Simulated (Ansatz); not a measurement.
Geometry optimisation, Ansatz 0.2.0, RHF/def2-SVP.

input.yaml

```yaml
crystal:
  periodic: [false, false, false]
  atoms:
    - { symbol: Zr, position_ang: [0.143354, 0.000669, -0.092591] }
    - { symbol: F, position_ang: [0.133108, 0.004701, 1.85845] }
    - { symbol: "N", position_ang: [2.044797, -0.000623, -0.722669] }
    - { symbol: H, position_ang: [2.597102, -0.819745, -0.91662] }
    - { symbol: H, position_ang: [2.604256, 0.817558, -0.899522] }
    - { symbol: Cl, position_ang: [-0.809132, 2.013294, -0.930447] }
    - { symbol: Cl, position_ang: [-0.808753, -2.012091, -0.92929] }
    - { symbol: H, position_ang: [-2.554696, -0.004973, 1.334043] }
    - { symbol: H, position_ang: [-1.995636, 0.00121, 1.775245] }
basis:
  gaussian: { orbitals: def2-SVP }
hamiltonian:
  xc: hf
relax:
  f_tol: 0.03
  max_steps: 50
```

Command:

```bash
$ ansatz run input.yaml --threads 2 --pin off --max-ram 3072MiB --backend cpu --events-out ev --progress --plain --runs-dir out
```

Problem. Where does it end, and by what steps?

Solution. It converged. The force dipped under the threshold on the way, but the program's further checks kept it going. After 29 steps the energy has fallen by 0.181 eV; H5 moved furthest, 0.97 Å.

```
step  energy less start (eV)  largest force component (eV/Å)  accepted
   0                  0.0000                           1.258       yes
   2                 -0.1220                           0.362       yes
   4                 -0.1362                           0.387       yes
   6                 -0.1390                           0.045       yes
   8                 -0.1396                           0.029       yes
  10                 -0.1400                           0.097       yes
  12                 -0.1421                           0.166       yes
  14                 -0.1434                           0.109       yes
  16                 -0.1433                           0.560        no
  18                 -0.1544                           0.081       yes
  20                 -0.1538                           0.598        no
  22                 -0.1685                           0.063       yes
  24                 -0.1749                           0.279       yes
  26                 -0.1781                           0.103       yes
  28                 -0.1808                           0.105        no
  29                 -0.1812                           0.013       yes
```

```xyz
9
Properties=species:S:1:pos:R:3
Zr 0.329 0.005 -0.218
F 0.374 0.261 1.662
N 2.249 -0.012 -0.788
H 2.604 -0.299 -1.686
H 3.024 0.279 -0.214
Cl -0.815 1.818 -1.270
Cl -0.672 -2.056 -0.878
H -3.129 -0.068 1.674
H -2.610 0.071 2.194
```

Time of the run: 70 s on 2 threads of Arm Neoverse V1, with other jobs on the host, peak memory 0.26 GiB.
